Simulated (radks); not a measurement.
Problem. The selenium anion Se2-, [Kr], held by a Watson sphere: a shell of charge +2 at radius R that stands for the Madelung well of a crystal (potential energy -2/R inside, -2/r outside, in hartree with lengths in bohr). All-electron calculation, scalar-relativistic Kohn-Sham, PBE, spin-unpolarised, spherical densities, point nucleus. Program: a radial shooting solver on a logarithmic mesh with Libxc functionals. Response by self-consistent Sternheimer equations with the Hartree and adiabatic LDA kernel, the relativistic mass of each level held fixed and spin-orbit coupling left out. The sphere does not respond.

R (bohr)  e(3d) (eV)  e(4s) (eV)  e(4p) (eV)  <r> 4p (bohr)  sum of <r^2> (bohr^2)  X-ray form factor at sin(theta)/lambda = 0.1 1/angstrom  alpha (bohr^3)
2.95         -50.555     -16.395      -6.557          2.476                  60.10                                                   32.418           45.22
3.71         -49.772     -14.955      -5.260          2.640                  67.14                                                   32.179           68.57
3.81         -49.673     -14.797      -5.105          2.659                  68.02                                                   32.153           72.33
4.61         -48.926     -13.733      -4.011          2.798                  74.88                                                   31.985           109.5
4.66         -48.882     -13.677      -3.951          2.805                  75.30                                                   31.976           112.3
4.73         -48.823     -13.599      -3.869          2.816                  75.89                                                   31.965           116.3
4.78         -48.780     -13.545      -3.811          2.824                  76.31                                                   31.957           119.3

Estimate the row for R = 3.68 bohr.

Solution. e(3d) (eV) -49.802; e(4s) (eV) -15.003; e(4p) (eV) -5.307; <r> 4p (bohr) 2.634; sum of <r^2> (bohr^2) 66.87; X-ray form factor at sin(theta)/lambda = 0.1 1/angstrom 32.187; alpha (bohr^3) 67.47.
